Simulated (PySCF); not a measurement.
TiIH3, SMILES [TiH3][I], multiplicity 1. Heavy atoms are numbered as in [TiH3:1][I:2]. Hydrogens are named by the atom that carries them.

Coordinates come from a PBE0-D3(BJ)/def2-TZVP optimisation. The spin state was assumed, not searched. The structure was generated by enumeration; whether it is a known compound was not checked. The def2 effective core potentials stand for the cores of I; spin–orbit coupling is left out.

These are B3LYP/def2-TZVPD in PySCF values and carry that method's errors.

Mulliken values depend strongly on the basis, most of all with diffuse functions as here. ESP charges are fitted to the potential on shells at 1.4 to 2.0 van der Waals radii. Atomic charges (e), one atom of each kind:

| atom | Mulliken | ESP fit |
|---|---|---|
| Ti1 (TiH3) | -0.11 | 0.60 |
| I2 | -0.05 | -0.12 |
| H on Ti1 | 0.05 | -0.16 |
